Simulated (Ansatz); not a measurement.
`C[SiH2]C#N` + H₂Te → `C[SiH2][TeH]` + `C#N` at 400 K and 1 bar (ligand exchange at the Si–C bond).

Gas-phase electronic energies from Ansatz, PBE0-D4/def2-TZVP geometries. CBS: MP2 limit from def2 TZ/QZ plus the TZ coupled-cluster correction, frozen cores. This one scheme is used for every species. Elements past krypton have def2 core potentials. For Te outer-core shells are correlated without core-valence functions, which leaves a few kJ/mol of doubt a bond.

| species | CCSD(T)/CBS energy (Eh) | H − E (kJ/mol) | S (J/(mol·K)) |
| --- | --- | --- | --- |
| `C[SiH2]C#N` | -422.89500 | 191.0 | 341.2 |
| H₂Te | -268.91024 | 45.0 | 239.1 |
| `C[SiH2][TeH]` | -598.49179 | 188.2 | 365.0 |
| `C#N` | -93.32098 | 56.1 | 211.9 |

H − E and S are ideal-gas, rigid-rotor, harmonic terms from PBE0-D4/def2-TZVP, for one conformer and one mirror image of each species. 1 Eh = 2625.50 kJ/mol, R = 8.31446 J/(mol·K).

By hand: ΔE, ΔH, ΔS and ΔG.

ΔE = (-598.49179) + (-93.32098) − (-422.89500) − (-268.91024) = -0.00753 Eh = -19.8 kJ/mol. Δ(H − E) = 188.2 + 56.1 − 191.0 − 45.0 = 8.3, so ΔH = -11.5 kJ/mol. ΔS = 365.0 + 211.9 − 341.2 − 239.1 = -3.4 J/(mol·K). ΔG = -11.5 − 400 × (-3.4)/1000 = -10.1 kJ/mol.

By hand: the equilibrium constant, and the temperature at which ΔG would vanish if ΔH and ΔS stayed fixed.

log₁₀ K = −ΔG/(RT ln 10) = 1.3. ΔG = 0 at ΔH/ΔS = 3382 K, far beyond where these terms or the molecules hold.

The number of gas molecules stays the same, so ΔS is small and ΔH decides. A doubt of 5 kJ/mol in ΔE shifts log₁₀ K by 0.7 here. Other conformers and mirror images would add mixing entropy, several J/(mol·K) or more a flexible species. These are equilibria of isolated gas molecules and say nothing of rates. Largest T1 diagnostic: 0.014 (customary marks: 0.02 for closed shells, 0.045 for open ones).
